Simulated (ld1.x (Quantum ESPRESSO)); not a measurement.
## bismuth, TM: configuration errors across variants

```json
{
 "Element": "bismuth (Bi)",
 "Generator": "ld1.x (Quantum ESPRESSO) 7.5",
 "Type": "norm-conserving Troullier–Martins (Kleinman–Bylander form)",
 "Functional": "PBE",
 "Relativity": "scalar-relativistic",
 "Frozen core": "[Xe] 4f14 5d10",
 "Valence charge": "5",
 "Reference configuration": "6s2 6p3",
 "Partial waves": "6s (bound): rc 1.80 bohr; 6p (bound): rc 2.65 bohr; 6d channel at -0.2 Ry: rc 2.70 bohr",
 "Local potential": "the d channel",
 "Core correction": "Bessel-smoothed model core inside 1.70 bohr"
}
```

All-electron excitation energies from the reference (eV): (1) 6s2 6p2 7.913; (2) 6s2 6p1 23.160; (3) 6s2 6p0 46.502; (4) 6s2 6p2.5 3.097; (5) 6s2 6p3.3 -1.094; (6) 6s0 6p5 20.501.

Tests that are not counted but printed errors over 1 eV. “base”: 6s1 6p0 (solver errors, printed error -7.6 eV). “wave 6d channel at -0.2 Ry: rc 2.70 bohr becomes 6d channel at -0.2 Ry: rc 3.16 bohr”: 6s2 6p1 (solver errors, printed error -4.6 eV). “wave 6p (bound): rc 2.65 bohr becomes 6p (bound): rc 3.62 bohr”: 6s1 6p0 (solver errors, printed error +8.5 eV).

2 further variants failed, have other tests or another functional or relativity, and are left out.

A true bound ghost makes a file unfit for plane-wave use even where its test errors are small: the radial tests pick states by their node count and pass the ghost by. Where a test does run into it, the solver fails or the error is huge.

Errors AE − PS in meV (a dash: test not solved or not reliable):

| change | (1) | (2) | (3) | (4) | (5) | (6) | bound ghosts |
| --- | --- | --- | --- | --- | --- | --- | --- |
| base | -23 | -116 | -308 | -5.3 | -0.3 | -174 | s, p |
| wave 6s (bound): rc 1.80 bohr becomes 6s (bound): rc 2.12 bohr | -23 | -115 | -307 | -5.3 | -0.3 | -178 | s, p |
| wave 6d channel at -0.2 Ry: rc 2.70 bohr becomes 6d channel at -0.2 Ry: rc 3.16 bohr | -96 | – | -447 | -24 | -6.2 | -484 | s, p |
| wave 6p (bound): rc 2.65 bohr becomes 6p (bound): rc 3.62 bohr | -29 | -161 | -474 | -6.3 | -0.4 | -66 | s, p |
| all radii but the core radius scaled by about 1.32 (s 2.38, p 3.50, d 3.58 bohr) | -7.9 | -62 | -260 | -1.9 | +0.6 | -31 | none |
| wave 6d channel at -0.2 Ry: rc 2.70 bohr becomes 6d channel at 0.16 Ry: rc 2.70 bohr | -26 | -130 | -337 | -6.0 | -0.5 | -188 | s, p |

Give the same row for: core correction Bessel-smoothed model core inside 1.88 bohr.

-23, -116, -307, -5.3, -0.3, -173; bound ghosts: s, p. Not counted: 6s1 6p0 (solver errors, printed error -7.6 eV).
